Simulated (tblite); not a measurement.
C4H13ClSSi2.
Structure used (GFN2-xTB), in Å, numbered top down from 1:
```xyz
21
C4H13ClSSi2 angstrom
C     -1.699   -1.459    0.365
C     -1.580   -0.027    0.864
C     -0.808    0.892   -0.090
Si    -1.668    1.123   -1.769
Cl    -0.764    2.661   -2.711
Si     1.013    0.395   -0.316
S      1.750   -0.241    1.597
C      3.480   -0.539    1.136
H     -0.712   -1.896    0.230
H     -2.228   -1.494   -0.584
H     -2.243   -2.063    1.088
H     -1.072   -0.035    1.833
H     -2.583    0.379    1.021
H     -0.786    1.882    0.384
H     -3.078    1.464   -1.588
H     -1.527   -0.035   -2.648
H      1.838    1.526   -0.741
H      1.213   -0.717   -1.249
H      4.002   -0.831    2.041
H      3.912    0.371    0.734
H      3.530   -1.338    0.403
```

Method: GFN2-xTB as coded in tblite; computed harmonic values from a numerical Hessian at the method's own geometry, unscaled. Errors from tens to a few hundred cm⁻¹ against measured bands are possible. Modes of hydrogen on silicon can be 10 to 20 % off. One conformer, not necessarily the lowest.

Harmonic wavenumbers (cm⁻¹): 39.4, 44.4, 52.1, 82.0, 89.9, 109.2, 121.9, 178.7, 205.8, 209.1, 227.5, 292.0, 424.1, 459.2, 485.6, 523.2, 537.1, 575.9, 581.3, 672.8, 704.6, 720.6, 733.2, 783.6, 786.7, 800.3, 859.2, 947.4, 949.4, 959.8, 1049.6, 1067.8, 1133.8, 1155.8, 1231.7, 1268.8, 1324.7, 1352.0, 1412.7, 1456.0, 1460.5, 1494.4, 1499.6, 1502.5, 2228.2, 2259.1, 2272.6, 2284.3, 2895.3, 2949.9, 2968.9, 3030.2, 3031.8, 3034.0, 3035.7, 3038.8, 3062.4.

A = 1466, B = 531.3, C = 418.1 MHz; mass 183.997 u (most abundant isotopes); point group C1, symmetry number 1.

Q: What is the zero-point energy?

A: ½Σν̃ = 34329 cm⁻¹ = 410.66 kJ/mol.

Q: What is S at 400 K and 1 bar for an ideal gas of classical rigid rotors and harmonic oscillators?

A: Translation 180.00, rotation 134.49, vibration 248.99: S = 563.5 J/(mol K).

Q: And Cp and H(400 K) − H(0)?

A: Cp = 247.13 J/(mol K), of which vibrations give 213.87 (their classical limit is 57 R = 473.9); H(400 K) − H(0) = 61.02 kJ/mol without the zero-point energy, 47.71 from vibrations.

Q: Which modes carry the vibrational entropy at 400 K?

A: 39.4 cm⁻¹: 24.57; 44.4 cm⁻¹: 23.58; 52.1 cm⁻¹: 22.25; 82.0 cm⁻¹: 18.50; 89.9 cm⁻¹: 17.74; 109.2 cm⁻¹: 16.14 J/(mol K); the other 51 give 126.22 together.

Q: Blend soft modes into free rotors: weight 1/[1 + (100 cm⁻¹/ν̃)⁴] for the oscillator and the rest for a rotor with moment μB/(μ + B), μ = h/(8π²ν), B = 10⁻⁴⁴ kg m². What vibrational entropy results?

A: 220.86 J/(mol K) in place of 248.99, which changes −T·S at 400 K by +11.25 kJ/mol.

Q: What must be added to the electronic energy to get the Gibbs energy at 400 K and 1 bar?

A: ZPE + [H(400 K) − H(0)] − T·S = 410.66 + 61.02 − 225.39 = 246.29 kJ/mol.

Q: How do the functions run with temperature in this model?

A: 
```tsv
T (K)	S (J/(mol K))	Cp (J/(mol K))	H − H(0) (kJ/mol)	G − H(0) (kJ/mol)	ln q(vib)
50	274.2	75.8	2.59	-11.12	1.23
100	337.1	106.9	7.22	-26.49	3.58
298.15	497.4	203.4	38.01	-110.29	11.84
373.15	546.7	236.4	54.52	-149.47	14.63
500	622.6	282.7	87.57	-223.72	19.10
750	750.4	347.5	166.92	-395.87	27.14
1000	856.7	390.6	259.53	-597.13	34.33
```

q(vib) and H(0) count from the zero-point level.

Hindered rotation and anharmonicity are outside this model. Other conformers, if any are populated, would add a mixing term that is left out. The structure is chiral; the term R ln 2 for an equal mix with its mirror image is left out.
